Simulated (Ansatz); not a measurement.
`[CH3][GeH2][SH]` → CH₄ + `[SH][GeH]` at 600 K and 1 bar (germylene formation by 1,1-elimination).

Program: Ansatz. Geometries: PBE0-D4/def2-TZVP. ΔE: electronic, gas phase. CBS: MP2 limit from def2 TZ/QZ plus the TZ coupled-cluster correction, frozen cores. This one scheme is used for every species. For Ge outer-core shells are correlated without core-valence functions, which leaves a few kJ/mol of doubt a bond. Scalar relativity is left out up to krypton. Each species was taken in one conformer, which may not be the lowest.

```json
{"species": "`[CH3][GeH2][SH]`", "CCSD(T)/CBS energy (Eh)": "-2515.57584", "H − E (kJ/mol)": "215.1", "S (J/(mol·K))": "406.6"}
{"species": "CH₄", "CCSD(T)/CBS energy (Eh)": "-40.46206", "H − E (kJ/mol)": "140.4", "S (J/(mol·K))": "215.7"}
{"species": "`[SH][GeH]`", "CCSD(T)/CBS energy (Eh)": "-2475.08182", "H − E (kJ/mol)": "71.1", "S (J/(mol·K))": "311.2"}
```

H − E and S are ideal-gas, rigid-rotor, harmonic terms from PBE0-D4/def2-TZVP, for one conformer and one mirror image of each species. 1 Eh = 2625.50 kJ/mol, R = 8.31446 J/(mol·K).

Q: By hand: ΔE, ΔH, ΔS and ΔG.

A: ΔE = (-40.46206) + (-2475.08182) − (-2515.57584) = 0.03196 Eh = 83.9 kJ/mol. Δ(H − E) = 140.4 + 71.1 − 215.1 = -3.6, so ΔH = 80.3 kJ/mol. ΔS = 215.7 + 311.2 − 406.6 = 120.3 J/(mol·K). ΔG = 80.3 − 600 × (120.3)/1000 = 8.1 kJ/mol.

Q: By hand: the equilibrium constant, and the temperature at which ΔG would vanish if ΔH and ΔS stayed fixed.

A: log₁₀ K = −ΔG/(RT ln 10) = -0.7. ΔG = 0 at ΔH/ΔS = 667 K.

The number of gas molecules changes by +1, which sets the sign of ΔS. A doubt of 5 kJ/mol in ΔE shifts log₁₀ K by 0.4 here. Other conformers and mirror images would add mixing entropy, several J/(mol·K) or more a flexible species. These are equilibria of isolated gas molecules and say nothing of rates. Largest T1 diagnostic: 0.015 (customary marks: 0.02 for closed shells, 0.045 for open ones).
